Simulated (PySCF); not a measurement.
A calculated (wB97M-V, PySCF 2.14, aug-cc-pwCVTZ-DK, scalar relativity by spin-free X2C-1e) atom or ion has these occupied shells.

```csv
shell,electrons,orbital energy (eV),"rms radius, mean of both spins (bohr)"
1s α,1,-7044.2,0.0675
1s β,1,-7044.1,0.0675
2s α,1,-840.64,0.289
2s β,1,-838.18,0.289
2p α,3,-714.49,0.261
2p β,3,-712.53,0.261
3s α,1,-105.66,0.870
3s β,1,-100.45,0.870
3p α,3,-70.058,0.935
3p β,3,-64.365,0.935
3d α,5,-15.071,1.28
3d β,1,-11.337,1.28
4s α,1,-9.761,3.11
4p α,1,-4.918,4.22
```

Problem. Name the element and its charge.

Solution. Fe (iron, neutral), in [Ar] 3d6 4s1 4p1, one real determinant (an excited configuration).
